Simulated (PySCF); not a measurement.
**Continuum solvent and chemical shifts**

Molfile (atoms numbered from 1):
```
C4H10Cl2SSi
     RDKit          3D

 18 17  0  0  0  0  0  0  0  0999 V2000
   -1.6672    1.0121    0.0685 C   0  0  0  0  0  0  0  0  0  0  0  0
   -0.5933    0.2402    0.8168 C   0  0  0  0  0  0  0  0  0  0  0  0
    0.3149   -0.5571   -0.1067 C   0  0  0  0  0  0  0  0  0  0  0  0
    1.4331   -1.3180    0.5854 C   0  0  0  0  0  0  0  0  0  0  0  0
    2.5743   -0.3067    1.6142 S   0  0  0  0  0  0  0  0  0  0  0  0
    3.2573    1.0915    0.1853 Si  0  0  0  0  0  4  0  0  0  0  0  0
    4.8751    2.0153    1.0443 Cl  0  0  0  0  0  0  0  0  0  0  0  0
    3.8082    0.1331   -1.5605 Cl  0  0  0  0  0  0  0  0  0  0  0  0
   -2.3102    0.3407   -0.5229 H   0  0  0  0  0  0  0  0  0  0  0  0
   -1.2208    1.7386   -0.6297 H   0  0  0  0  0  0  0  0  0  0  0  0
   -2.3161    1.5718    0.7583 H   0  0  0  0  0  0  0  0  0  0  0  0
   -1.0592   -0.4470    1.5449 H   0  0  0  0  0  0  0  0  0  0  0  0
    0.0218    0.9336    1.4145 H   0  0  0  0  0  0  0  0  0  0  0  0
    0.7429    0.1075   -0.8794 H   0  0  0  0  0  0  0  0  0  0  0  0
   -0.2832   -1.2974   -0.6678 H   0  0  0  0  0  0  0  0  0  0  0  0
    1.0280   -2.0490    1.3023 H   0  0  0  0  0  0  0  0  0  0  0  0
    2.0464   -1.8692   -0.1419 H   0  0  0  0  0  0  0  0  0  0  0  0
    2.2851    2.1411   -0.2018 H   0  0  0  0  0  0  0  0  0  0  0  0
  1  2  1  0
  2  3  1  0
  3  4  1  0
  4  5  1  0
  5  6  1  0
  6  7  1  0
  6  8  1  0
  1  9  1  0
  1 10  1  0
  1 11  1  0
  2 12  1  0
  2 13  1  0
  3 14  1  0
  3 15  1  0
  4 16  1  0
  4 17  1  0
  6 18  1  0
M  END
```

GIAO PBE0/pcSseg-1 in PySCF on one PBE0-D3(BJ)/def2-SVP conformer, non-relativistic, equivalent nuclei averaged. Solvents enter as an IEF-PCM continuum (chloroform with ε = 4.7, dichloromethane with ε = 8.9, methanol with ε = 32.6) around the gas-phase geometry. Shifts are referred to TMS, CS2 computed in the same medium.

Gas phase, δ in ppm: C4 35.9, C3 34.3, C2 22.4, C1 15.6, S5 -89.1, Si6 29.7, H18 6.28, H16/H17 2.80, H12/H13 1.41, H14/H15 1.29, H9/H10/H11 0.97. Dipole moment 2.99 D.

Q: How does each δ change in the continuum?

A: 
| atoms | environment | Δδ, chloroform | Δδ, dichloromethane | Δδ, methanol |
| --- | --- | --- | --- | --- |
| C4 | sp3 CH2 bonded to S | +1.1 | +1.3 | +1.5 |
| C3 | sp3 CH2 | +0.4 | +0.5 | +0.6 |
| C2 | sp3 CH2 | +0.5 | +0.6 | +0.7 |
| C1 | methyl carbon | +0.2 | +0.2 | +0.3 |
| S5 | sulfur bonded to C, Si | -5.7 | -7.1 | -8.5 |
| Si6 | silicon bonded to 2 Cl, S, H | +1.2 | +1.5 | +1.7 |
| H18 | hydrogen on a silicon bonded to 2 Cl, S | +0.10 | +0.12 | +0.15 |
| H16/H17 | hydrogen on an sp3 CH2 bonded to S | +0.16 | +0.19 | +0.22 |
| H12/H13 | hydrogen on an sp3 CH2 | -0.01 | -0.02 | -0.02 |
| H14/H15 | hydrogen on an sp3 CH2 | +0.08 | +0.10 | +0.12 |
| H9/H10/H11 | hydrogen on a methyl carbon | 0.00 | 0.00 | 0.00 |

Changes are relative to the gas phase. The dipole moment becomes 3.59 D in chloroform, 3.71 D in dichloromethane, 3.82 D in methanol.

Q: Which nuclei move most (in ppm), and what does the model miss?

A: S5 (sulfur bonded to C, Si, -8.5 ppm) in methanol. A continuum only polarises the solute; specific hydrogen bonds, the anisotropy of aromatic solvents and changes of geometry or conformer are outside it.
